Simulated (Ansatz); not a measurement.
F₂H₂O₂Ti, SMILES `[OH][Ti]([OH])([F])[F]`. Total charge 0; spin multiplicity 1. The structure was optimised at the PBE0-D4/def2-TZVP level. It is one conformer, not always the lowest.

```xyz
7

O    -0.438    1.523   -0.426
Ti   -0.087   -0.196   -0.137
O     0.978   -0.300    1.283
F    -1.573   -1.100    0.130
F     0.679   -0.921   -1.546
H    -0.955    2.009   -1.070
H     1.394   -1.016    1.766
```

**Question.** What is the dipole moment at B3LYP/def2-TZVPP? (An estimate is asked.)

**Answer.** Ansatz gave: 0.65 D, with components (0.22, 0.50, 0.35) D in this frame, pointing from negative to positive charge.

**Question.** And with PBE, r2SCAN, ωB97M-V? (Estimate.)

**Answer.** Computed: PBE 0.61 D, r2SCAN 0.62 D, ωB97M-V 0.62 D.

**Question.** Give the Mulliken charges with B3LYP, r2SCAN, ωB97M-V in def2-TZVPP. (Estimate.)

**Answer.** Computed: 
```tsv
atom	B3LYP	r2SCAN	ωB97M-V
O1	-0.46	-0.47	-0.43
Ti2	1.29	1.26	1.24
O3	-0.46	-0.47	-0.43
F4	-0.38	-0.37	-0.37
F5	-0.38	-0.37	-0.37
H6	0.20	0.21	0.18
H7	0.20	0.21	0.18
```

B3LYP here is the variant with VWN-RPA as its local correlation; programs differ in this.
